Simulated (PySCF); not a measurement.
# BeBr⁺: energy against distance

Set-up: Be x2c-SVPall, Br x2c-SVPall; spin-free X2C with a Gaussian nucleus (PySCF 2.14). Energies in eV from Be⁺ + Br in their ground configurations at the same level. State: ¹Σ⁺ (singlet), closed shell.

All columns are PBE. A positive dipole points towards Br; it is taken about the centre of mass and depends on that origin.

| R (Å) | E (eV) | μ (D) | Mulliken charge on Be (basis-dependent) | HOMO (eV) | LUMO (eV) | Mayer bond order | ⟨S²⟩ |
| --- | --- | --- | --- | --- | --- | --- | --- |
| 1.626 | -2.937 | -6.70 | 0.65 | -14.86 | -10.88 | 1.97 | 0.00 |
| 1.702 | -3.528 | -7.16 | 0.71 | -14.57 | -10.98 | 1.90 | 0.00 |
| 1.778 | -3.864 | -7.61 | 0.76 | -14.30 | -11.09 | 1.84 | 0.00 |
| 1.834 | -3.990 | -7.94 | 0.79 | -14.11 | -11.17 | 1.79 | 0.00 |
| 1.891 | -4.033 | -8.27 | 0.82 | -13.93 | -11.25 | 1.75 | 0.00 |
| 1.948 | -4.011 | -8.59 | 0.84 | -13.76 | -11.34 | 1.71 | 0.00 |
| 2.023 | -3.905 | -9.00 | 0.87 | -13.54 | -11.45 | 1.67 | 0.00 |
| 2.118 | -3.686 | -9.49 | 0.89 | -13.30 | -11.58 | 1.62 | 0.00 |
| 2.231 | -3.345 | -10.03 | 0.91 | -13.04 | -11.74 | 1.56 | 0.00 |
| 2.383 | -2.831 | -10.67 | 0.93 | -12.75 | -11.94 | 1.48 | 0.00 |

A fit through these points gives, at Re = 1.898 Å, μ = -8.31 D and dμ/dR = -5.68 D/Å; the reduced mass is 8.089 u.

How strong is the fundamental in the double-harmonic approximation, I = 42.26·(dμ/dR)²/μred km/mol?

I = 42.26·(-5.68)²/8.089 = 169 km/mol at PBE.

For an ion De counts to the pair picked by the measured ionisation energies or electron affinities, which need not be the lowest pair at this level.
